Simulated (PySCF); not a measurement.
**Basis and Hamiltonian dependence of the ionisation energy of Pd²⁺**

Pd²⁺ [Kr] 4d8 (3F) → Pd³⁺ [Kr] 4d7 (4F). All values are computed (PySCF 2.14, energy differences of UHF-based or UKS calculations, no spin-orbit coupling). Values in eV.

| basis | Hamiltonian | functions | UHF | PBE | PBE0 | MP2 (valence) | CCSD(T) (valence) | CCSD(T) (valence and next inner shell) |
| --- | --- | --- | --- | --- | --- | --- | --- | --- |
| def2-TZVP with the def2 core potential (28 electrons) | ECP | 40 | 31.191 | n/a | n/a | 32.360 | n/a | n/a |
| aug-cc-pVDZ-PP with ECP28MDF | ECP | 54 | 31.124 | 33.081 | 32.915 | 32.508 | 32.449 | n/a |
| def2-TZVPPD with the def2 core potential (28 electrons) | ECP | 56 | 31.177 | 33.141 | 32.972 | 32.754 | 32.666 | 32.576 |
| ANO-RCC-VTZP | spin-free X2C | 68 | 31.222 | 33.260 | 33.078 | 32.835 | 32.741 | 32.698 |
| aug-cc-pwCVDZ-PP with ECP28MDF | ECP | 70 | 31.074 | 33.048 | 32.875 | 32.594 | 32.494 | 32.336 |
| x2c-TZVPPall | spin-free X2C | 79 | 31.133 | 33.239 | 33.036 | 32.734 | 32.641 | 32.608 |
| def2-QZVPPD with the def2 core potential (28 electrons) | ECP | 88 | 31.166 | 33.145 | 32.971 | 32.843 | 32.742 | n/a |
| aug-cc-pVTZ-DK | spin-free X2C | 102 | 31.119 | 33.219 | 33.014 | 32.764 | 32.673 | n/a |
| aug-cc-pVTZ-PP with one added diffuse shell each of s, p, d, f, g type with ECP28MDF | ECP | 113 | 31.053 | 33.041 | 32.864 | 32.709 | n/a | n/a |
| x2c-QZVPPall | spin-free X2C | 118 | 31.119 | 33.224 | 33.020 | 32.797 | n/a | n/a |
| aug-cc-pwCVTZ-PP with ECP28MDF | ECP | 122 | 31.048 | 33.043 | 32.865 | 32.772 | n/a | n/a |
| aug-cc-pwCVTZ-DK | spin-free X2C | 136 | 31.112 | 33.223 | 33.017 | 32.813 | n/a | n/a |
| x2c-QZVPPall with one added diffuse shell each of s, p, d, f, g type | spin-free X2C | 143 | 31.119 | 33.224 | 33.020 | 32.801 | n/a | n/a |
| aug-cc-pV5Z-PP with ECP28MDF | ECP | 197 | 31.048 | n/a | n/a | n/a | n/a | n/a |

Frozen in the all-electron rows: valence: [Kr]; valence and next inner shell: [Ar] 3d10; with a core potential, the same shells as far as they lie outside it.

Between the lowest levels the reference is 32.93 eV (semi-empirical (NIST evaluation); NIST Atomic Spectra Database, ionization energies); it includes spin-orbit coupling, which these numbers lack.
